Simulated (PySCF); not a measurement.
# Exercise with solution: oscillator strength and radiative lifetime

germylmethylgermane (CH₈Ge₂), SMILES [GeH3][CH2][GeH3].

Geometry: TPSSh-D3(BJ)/def2-SVP.

TDDFT-ωB97X/def2-SVPD run with PySCF 2.14.0 puts the first singlet state with f over 0.02 at 8.02 eV (vertical), with the transition dipole (-0.479, 0.000, 0.000) in atomic units.

Find the oscillator strength, the wavelength and the radiative lifetime that this transition would have in vacuum if emission retraced absorption.


|μ|² = 0.2294 au, so |μ| = 1.22 D. ΔE = 8.02/27.211 = 0.2947 hartree. f = (2/3) ΔE |μ|² = 0.045 (the program prints 0.045).
λ = 1239.84/8.02 = 155 nm; ν = 64686 cm⁻¹.
Einstein's coefficient A = 0.6670 ν² f s⁻¹ (ν in cm⁻¹) = 1.3e8 s⁻¹, so τ = 1/A = 7.9 ns. This state is S1. The figure is the radiative limit of this one transition; relaxation, internal conversion, crossing to triplets and a medium change what is measured.
